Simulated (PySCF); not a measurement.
Compound: C₅H₄N₂O.
Bonds: C1–C2, C2–C3 (triple), C3–C4, C4–N5 (aromatic), N5–C6 (aromatic), C6–N7 (aromatic), N7–O8 (aromatic), C4–O8 (aromatic). Hydrogens: H9, H10, H11 on C1; H12 on C6.

Vertical excitations from PySCF (density fitting, frozen core in the response, grid level 2 and gas phase unless stated; continuum runs use non-equilibrium linear response for the excitations) on a GFN2-xTB geometry. Reference run:

| settings | S1, eV (f) | S2, eV (f) | S3, eV (f) | S4, eV (f) | S5, eV (f) | S6, eV (f) | T1, eV (Tamm–Dancoff) | mean α (au) |
| --- | --- | --- | --- | --- | --- | --- | --- | --- |
| PBE0/def2-SVPD, full TDDFT, 6 singlets | 5.06 (0.001) | 5.38 (0.347) | 5.58 (0.003) | 6.26 (0.000) | 6.65 (0.002) | 6.86 (0.012) | 3.65 | 77.8 |

**Question.** What do these settings give: KT3/def2-SVPD, start guess huckel, TDA, 12 singlets?

**Answer.** 
```csv
settings,"S1, eV (f)","S2, eV (f)","S3, eV (f)","S4, eV (f)","S5, eV (f)","S6, eV (f)","T1, eV (Tamm–Dancoff)",mean α (au)
"KT3/def2-SVPD, start guess huckel, TDA, 12 singlets",4.66 (0.002),5.12 (0.002),5.28 (0.349),5.90 (0.000),6.11 (0.001),6.13 (0.012),–,80.7
```

S1 moves by -0.40 eV; functional and response scheme change together, so the shift can't be laid on one. States are counted by energy in each run and needn't keep their character from row to row.

KT3 was designed for NMR shieldings or shifts; total energies of different functionals aren't comparable.

**Question.** Give the leading configurations of S1 (H = HOMO, L = LUMO) and the HOMO–LUMO gap of each run.

**Answer.** 
```
                                           settings  S1 configurations (weight)  S1 (eV)  orbital gap (eV)  S1 − gap (eV)
             PBE0/def2-SVPD, full TDDFT, 6 singlets                  H−1→L 0.98     5.06              6.07          -1.01
KT3/def2-SVPD, start guess huckel, TDA, 12 singlets                  H−1→L 0.99     4.66              4.14          +0.52
```

